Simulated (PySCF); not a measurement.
KI, SMILES [K][I].

Geometry optimised at PBE0-D3(BJ)/def2-TZVPD. The def2 effective core potentials stand for the cores of I; spin–orbit coupling is left out.

Calculation: PySCF 2.14.0 with TDA-M06-2X/def2-TZVPD.

Vertical excitations; the highest root listed may be one member of a degenerate set. Gas-phase values at a fixed geometry. State labels are in the subgroup C2v.

Computed UV-visible absorptions:
| state | symmetry | energy (eV) | λ (nm) | f | main pairs |
|---|---|---|---|---|---|
| S1 | B2 | 3.36 | 369 | 0.012 | HOMO→LUMO (degenerate set) |
| S2 | B1 | 3.36 | 369 | 0.012 | HOMO−1→LUMO (degenerate set) |
| S3 | A1 | 3.83 | 324 | 0.107 | HOMO−2→LUMO 95 % |
| S4 | A2 | 4.66 | 266 | 0.000 | HOMO→LUMO+1 48 %, HOMO−1→LUMO+2 48 % |
| S5 | A2 | 4.69 | 265 | 0.000 | HOMO−1→LUMO+2, HOMO→LUMO+1 (degenerate set) |
| S6 | A1 | 4.69 | 265 | 0.000 | HOMO→LUMO+2, HOMO−1→LUMO+1 (degenerate set) |
| S7 | A1 | 4.78 | 259 | 0.032 | HOMO−1→LUMO+1 48 %, HOMO→LUMO+2 48 % |
| S8 | B2 | 4.98 | 249 | 0.032 | HOMO→LUMO+3, HOMO−2→LUMO+2 (degenerate set) |
| S9 | B1 | 4.98 | 249 | 0.032 | HOMO−1→LUMO+3, HOMO−2→LUMO+1 (degenerate set) |
| S10 | B2 | 5.02 | 247 | 0.077 | HOMO−2→LUMO+2 74 %, HOMO→LUMO+3 20 % |
| T1 | B2 | 3.36 | 369 | 0 | HOMO→LUMO (degenerate set) |
| T2 | B1 | 3.36 | 369 | 0 | HOMO−1→LUMO (degenerate set) |
| T3 | A1 | 3.66 | 339 | 0 | HOMO−2→LUMO 96 % |
| T4 | A2 | 4.66 | 266 | 0 | HOMO→LUMO+1 48 %, HOMO−1→LUMO+2 48 % |
Triplets are in the Tamm–Dancoff approximation.
